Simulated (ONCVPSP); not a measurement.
## Before and after: ONCV potential for Ar

Ar, optimised norm-conserving Vanderbilt (ONCV), made with ONCVPSP 4.0.1 (PBE, scalar-relativistic). Core [Ne], reference 3s2 3p4 (charge +2). Waves: 3s: rc 1.25 bohr, ncon 4, nbas 7, qcut 6.2 1/bohr, 2 projectors, debl 3.4 Ha; 3p: rc 1.00 bohr, ncon 4, nbas 9, qcut 9.9 1/bohr, 2 projectors, debl 1.7 Ha; d scattering state at 0.04 Ha: rc 1.25 bohr, ncon 5, nbas 9, qcut 7.5 1/bohr, 2 projectors, debl 2.5 Ha. Local part: polynomial inside 0.75 bohr (lpopt 5, dvloc0 1 Ha). Core correction: Teter function, fcfact 3.5, rcfact 1.3.

In the d channel the program set the typed energies aside and used 0.050, 2.550 Ha.

All-electron outer shells of the reference configuration (PBE, scalar-relativistic, ld1.x):

| shell | level (eV) | outermost node (bohr) | outermost maximum (bohr) |
| --- | --- | --- | --- |
| 2s | -327.01 | 0.12 | 0.34 |
| 2p | -260.01 | – | 0.28 |
| 3s | -50.55 | 0.51 | 1.14 |
| 3p | -35.42 | 0.48 | 1.23 |

Change: all radii but the core radius scaled by about 1.28 (s 1.60, p 1.28, d 1.60 bohr); local potential polynomial inside 0.96 bohr (lpopt 5, dvloc0 1 Ha).

Cutoffs: the cutoffs (Ha) at which the residual kinetic energy of the hardest occupied pseudo-wave falls to 1 and 0.1 mHa per electron; they do not see the model core or the augmentation charge, which bear on the density cutoff. Errors are all-electron minus pseudo energies relative to the spin-unpolarised reference configuration.

**Question.** Predict the effect on cutoff, ghosts and configuration errors.

**Answer.** The potential gets softer (40 Ha and 168 Ha → 22 Ha and 30 Ha); the bound ghost in p disappears; of the 4 tests that both files solve, the error grows in 4 and shrinks in 0 by more than 15 % and 0.3 meV (median size 5.9 → 13.5 meV). A larger radius leaves more room for a smooth pseudo-wave, so fewer plane waves are needed. More of the atom is replaced by a form fitted at one configuration, so other configurations suffer.

```tsv
quantity	base	changed
cutoff, loose	40 Ha	22 Ha
cutoff, tight	168 Ha	30 Ha
loose cutoff by channel	s 20 Ha, p 40 Ha	s 16 Ha, p 22 Ha
bound ghosts	p	none
GHOST(+) flags under 300 eV	s at 155.0 eV	s at 232.9 eV
error for 3s2 3p6, meV [ΔE -44.72 eV]	+8.7	+21
error for 3s2 3p5, meV [ΔE -28.66 eV]	+4.7	+9.5
error for 3s2 3p3, meV [ΔE 42.58 eV]	+4.1	+11
error for 3s2 3p5.5, meV [ΔE -38.17 eV]	+7.0	+16
rms error of d²Exc/dni dnj with the model core, mHa	0.22	0.54
```

 A true bound ghost makes a file unfit for plane-wave use even where its test errors are small: the radial tests pick states by their node count and pass the ghost by.
